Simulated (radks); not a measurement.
Q: Excited configurations of the germanium ion Ge2+: one electron is placed in a higher orbital outside [Ar] 3d10 4s1. The ground configuration is [Ar] 3d10 4s2. Calculated with a radial shooting solver on a logarithmic mesh with Libxc functionals: Dirac Kohn-Sham, LDA (Slater exchange, Perdew-Wang correlation), spin-unpolarised, spherical densities, finite nucleus; open shells fill j = l - 1/2 first; Fermi nuclear charge, rms radius 4.0742 fm. Excitation = E - E(ground); binding = E(ion) - E, where the ion is the core of charge +3; n* = 3/sqrt(2 binding) in atomic units, and the quantum defect is n - n*.

| outer orbital | excitation (eV) | binding (eV) | n* | quantum defect | eigenvalue (eV) | <r> (bohr) |
|---|---|---|---|---|---|---|
| 4p1/2 | 9.355 | 25.859 | 2.176 | 1.824 | -21.123 | 2.267 |
| 4d3/2 | 21.215 | 14.000 | 2.957 | 1.043 | -11.087 | 3.468 |
| 4f5/2 | 27.338 | 7.877 | 3.943 | 0.057 | -6.268 | 5.705 |
| 5s1/2 | 20.697 | 14.517 | 2.904 | 2.096 | -12.351 | 4.334 |
| 5p1/2 | 23.380 | 11.835 | 3.217 | 1.783 | -9.999 | 5.017 |
| 5d3/2 | 27.234 | 7.981 | 3.917 | 1.083 | -6.673 | 6.909 |
| 6s1/2 | 27.068 | 8.147 | 3.877 | 2.123 | -7.003 | 7.702 |
| 6f5/2 | 31.524 | 3.690 | 5.760 | 0.240 | -3.134 | 15.04 |
| 7f5/2 | 32.481 | 2.734 | 6.692 | 0.308 | -2.354 | 21.15 |

Estimate the row for 7s1/2.

A: excitation (eV) 29.983; binding (eV) 5.232; n* 4.838; quantum defect 2.162; eigenvalue (eV) -4.535; <r> (bohr) 12.02. The Delta-SCF ionisation energy is 35.215 eV (NIST Atomic Spectra Database: 34.058 eV, measured). Self-interaction in the functional shifts the binding energies and quantum defects, so they are the method's values and not measured ones. Spin polarisation and multiplet splitting are left out, so open shells lie too high by an amount that depends on their filling.

Beside tabulated values, note that spin-unpolarised runs miss the spin-polarisation part of the exchange energy of open shells.
